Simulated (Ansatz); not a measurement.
Geometry optimisation, DFT PBE, scalar-relativistic, plane waves, PAW in Ansatz.

input.yaml

```yaml
crystal:
  lattice:
    - [0.0, 5.43, 5.43]
    - [5.43, 0.0, 5.43]
    - [5.43, 5.43, 0.0]
  atoms:
    - { symbol: Si, position: [0.0, 0.0, 0.0] }
    - { symbol: Si, position: [0.125, 0.125, 0.125] }
    - { symbol: Si, position: [0.0, 0.0, 0.5] }
    - { symbol: Si, position: [0.125, 0.125, 0.625] }
    - { symbol: Si, position: [0.0, 0.5, 0.0] }
    - { symbol: Si, position: [0.125, 0.625, 0.125] }
    - { symbol: Si, position: [0.0, 0.5, 0.5] }
    - { symbol: Si, position: [0.125, 0.625, 0.625] }
    - { symbol: Si, position: [0.5, 0.0, 0.0] }
    - { symbol: Si, position: [0.625, 0.125, 0.125] }
    - { symbol: Si, position: [0.5, 0.0, 0.5] }
    - { symbol: Si, position: [0.625, 0.125, 0.625] }
    - { symbol: Si, position: [0.5, 0.5, 0.0] }
    - { symbol: Si, position: [0.625, 0.625, 0.125] }
    - { symbol: Si, position: [0.5, 0.5, 0.5] }
    - { symbol: Si, position: [0.625, 0.625, 0.625] }
    - { symbol: "N", position: [0.759651, 0.7455894, 0.242683], spin: 1.0 }
magnetization:
  spin_polarized: true
basis:
  ecutwfc: 420.0
kpoints:
  mp_grid: { grid: [2, 2, 2] }
hamiltonian:
  xc: pbe
scf:
  occupations: { method: gaussian, width: 0.05 }
  lower_state_search: "off"
relax:
  f_tol: 0.03
  max_steps: 60
  adjacent_minimum: "off"
```

Command:

```bash
$ ansatz run input.yaml --threads 2 --pin off --max-ram 5120MiB --backend cpu --events-out ev --progress --plain --runs-dir out
```

Task: Where does it end, and by what steps?

Result: It converged. Limits of this set-up: coarse k mesh. After 19 steps the energy has fallen by 2.745 eV; N17 moved furthest, 1.61 Å. Parted: Si5–Si6. Joined: Si5–N17.

```
step  energy less start (eV)  largest force component (eV/Å)  accepted
   0                  0.0000                           0.633       yes
   1                 -0.1482                           0.507       yes
   2                 -0.4759                           1.119       yes
   3                 -0.8614                           1.742       yes
   4                 -1.3540                           1.928       yes
   5                 -1.8985                           1.254       yes
   6                 -2.2597                           0.797       yes
   7                 -2.4344                           0.523       yes
   8                 -2.5609                           0.701       yes
   9                 -2.6135                           0.981       yes
  10                 -2.7007                           0.204       yes
  11                 -2.7079                           0.363       yes
  12                 -2.7340                           0.230       yes
  13                 -2.6969                           0.318        no
  14                 -2.7411                           0.071       yes
  15                 -2.7310                           0.358        no
  16                 -2.7448                           0.032       yes
  17                 -2.7451                           0.035       yes
  18                 -2.7452                           0.033       yes
  19                 -2.7452                           0.016       yes
```

```xyz
17
Lattice="0.0000 5.4300 5.4300 5.4300 0.0000 5.4300 5.4300 5.4300 0.0000" Properties=species:S:1:pos:R:3
Si 0.271 0.001 0.061
Si 1.465 1.604 1.255
Si 2.818 2.897 -0.154
Si 4.183 4.132 1.306
Si 2.198 -0.222 2.387
Si 4.337 1.160 4.005
Si 5.435 2.634 2.619
Si 6.566 4.037 4.067
Si 0.209 2.750 2.813
Si 1.632 4.047 4.168
Si 2.842 5.444 2.714
Si 4.164 6.848 4.050
Si 3.026 2.655 5.465
Si 4.294 4.193 7.006
Si 5.467 5.529 5.487
Si 6.957 6.825 6.762
N 3.802 5.209 8.463
```

Whether the end is a true minimum wasn't checked by a vibrational analysis.

Run time: 3.7 min on 2 threads of Arm Neoverse V1, on a shared host, peak memory 0.73 GiB.
